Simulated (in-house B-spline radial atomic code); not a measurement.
The numbers below are computed, except where a source is named.
Two electrons in Ge: a parabolic dot with ħω = 3.23 meV in all three directions with an ionised donor at its centre

For Ge the NSM archive of the Ioffe Institute lists m_l = 1.6 m0, m_t = 0.08 m0 and ε = 16.2; the model takes one isotropic valley with the conductivity mass 3/(1/m_l + 2/m_t) = 0.117 m0, and so misses anisotropy and the other valleys. All triplets below are those of one valley; with several valleys two electrons can form a triplet in the 1s orbital itself, at an energy set by the valley splitting. Real donors also feel a central-cell potential, which shifts the ground state.

Effective-mass model with parabolic bands, a uniform dielectric constant, no image charges, no central-cell or spin-orbit terms. Two-electron levels come from full CI in B-splines with partial waves to l = 5 (up to 0.001 effective hartree above the limit).

Task: What are the effective units, and what is the potential in them?

Result: Ha* = 27211.386 meV × 0.117/16.2² = 12.13 meV and a* = 0.0529177 nm × 16.2/0.117 = 7.327 nm. The frequency is ω = 0.266 Ha*, with −1/r added.

In these units the lowest s and p orbitals lie at -0.413926 and 0.235038, and their Coulomb and exchange integrals are J_ss = 0.721137, J_sp = 0.446669 and K_sp = 0.06076. Full CI gives -0.215227 for the ground singlet, 0.182148 for the sp triplet, 0.257717 for the sp singlet and 0.306830 for the lowest triplet of two s orbitals.

Task: What does it cost to add the second electron, to first order and exactly?

Result: To first order E = 2ε_s + J_ss = -0.106715, so the charging energy E(2) − 2E(1) is J_ss = 8.748 meV. CI gives -0.215227 − 2 × (-0.413926) = 0.612625, or 7.432 meV: relaxation and correlation lower it by 1.316 meV, 15.0 % of J_ss. The s² configuration of one-electron orbitals holds 90.5 % of the state, and the mean radius is 11.5 nm.

Task: How far above the singlet do the triplets lie?

Result: To first order the sp triplet lies at ε_s + ε_p + J_sp − K_sp = 0.207024, which is 3.806 meV above 2ε_s + J_ss. CI gives 0.182148 − (-0.215227) = 0.397376, or 4.821 meV, 61 % of the orbital spacing of 7.873 meV. The ss triplet lies 6.333 meV up, so the lower of the two is the sp one, and its gap equals k_BT at 55.9 K. The sp singlet-triplet splitting is 0.9167 meV, against 2K_sp = 1.474 meV.
